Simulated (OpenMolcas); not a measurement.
# Sr: from CASSCF to CASPT2

```
Program             : OpenMolcas 26.06
Basis               : ANO-RCC-VQZP [8s7p4d2f1g]
Scalar Hamiltonian  : DKH2, point nucleus
Active space        : 2 electrons in 9 orbitals (4d 5s 5p)
State averaging     : 2S+1 = 3 even, 18 roots (15 in the spin-orbit step); 2S+1 = 1 even, 12 roots; 2S+1 = 3 odd, 18 roots; 2S+1 = 1 odd, 15 roots
Spin-orbit coupling : state interaction with AMFI integrals over the reference wave functions, term energies averaged over their components
```

Methods on the same reference wave functions:
A. CASSCF
B. SS-CASPT2, IPEA 0.25 Eh, imaginary shift 0.1 Eh (closed shells correlated: 4s 4p)
C. MS-CASPT2, IPEA 0.25 Eh, imaginary shift 0.1 Eh (closed shells correlated: 4s 4p)

Energies in eV above 5s2 1S0, the measured ground level; measured values from NIST Handbook of Basic Atomic Spectroscopic Data.

| Level | A | B | C | Measured |
| --- | --- | --- | --- | --- |
| 5s2 1S0 | 0.0000 | 0.0000 | 0.0000 | 0.0000 |
| 5s 5p 3P* 0 | 1.6308 | 1.726 | 1.739 | 1.7751 |
| 5s 5p 3P* 1 | 1.6425 | 1.738 | 1.751 | 1.7983 |
| 5s 5p 3P* 2 | 1.6663 | 1.762 | 1.775 | 1.8472 |
| 4d 5s 3D1 | 2.5382 | 2.312 | 2.326 | 2.2514 |
| 4d 5s 3D2 | 2.5462 | 2.321 | 2.334 | 2.2588 |
| 4d 5s 3D3 | 2.5599 | 2.334 | 2.348 | 2.2713 |
| 4d 5s 1D2 | 2.6709 | 2.614 | 2.603 | 2.4982 |
| 5s 5p 1P* 1 | 2.7556 | 2.630 | 2.643 | 2.6903 |
| 4d 5p 3F* 2 | 4.1356 | 4.122 | 4.136 | 4.1246 |
| 4d 5p 3F* 3 | 4.1606 | 4.147 | 4.161 | 4.1646 |
| 4d 5p 3F* 4 | 4.1913 | 4.178 | 4.192 | 4.2055 |
| 5p2 3P0 | 4.2071 | 4.349 | 4.362 | 4.3634 |
| 5p2 3P1 | 4.2258 | 4.370 | 4.384 | 4.3891 |
| 4d 5p 1D* 2 | 4.2452 | 4.212 | 4.225 | 4.1940 |
| 5p2 3P2 | 4.2566 | 4.400 | 4.414 | 4.4231 |
| 4d 5p 3D* 1 | 4.6540 | 4.599 | 4.612 | 4.4962 |
| 4d 5p 3D* 2 | 4.6671 | 4.611 | 4.625 | 4.5108 |
| 4d 5p 3D* 3 | 4.6868 | 4.631 | 4.645 | 4.5328 |

Deviations, from unrounded energies. A percentage is the sum of absolute deviations over the sum of measured energies, with the sign that they share, or ± where signs differ.

| Against measurement | Levels | A | B | C |
| --- | --- | --- | --- | --- |
| mean absolute deviation (cm-1) | 18 | 1200 | 440 | 430 |
| other configurations (%) | 18 | ±4.3 | ±1.6 | ±1.6 |

B, C lie about equally close to measurement and A furthest from it. The largest miss of C in the table is 4d 5p 3D* 1, by +940 cm-1. The ranking rests on the paired levels alone, and a cruder setting can come out closer through cancelling errors.

Between B and C the level of the table that moves most is 5p2 3P0, by 110 cm-1 (lowest in B, highest in C). Moves below CASPT2's spread within the term are not significant.

The mean deviations of B to C differ by less than CASPT2's widest spread within a term (150 cm-1), so their order carries little weight.

The lowest spin-free term lies below A's lowest term by 0.224 hartree in B, 0.224 hartree in C.

CASPT2 breaks the degeneracy within a term, and the mean is taken; among the terms shown or strongly mixed into the levels shown the widest spread is 150 cm-1 (4d 5p 3F*, C). Some high roots are left out of the spin-orbit mixing, which shifts the levels that they would mix with. A single d shell beside an s shell can misplace configurations of different d count against each other. Without dynamic correlation excited terms often stand tens of per cent too high (terms of higher spin than the ground term too low), and those without a measured partner can miss by more than the paired ones (holds for A). Measured partners are found by configuration, term and J. A level has none where our copy of the source lacks it or the pairing is in doubt (some pairs that miss far off the trend of their configuration count as doubtful), and it then counts in no deviation. Levels of configurations outside the active space are missing. Levels that lie high or do not pair safely by name in every column are left out.

* marks odd parity.
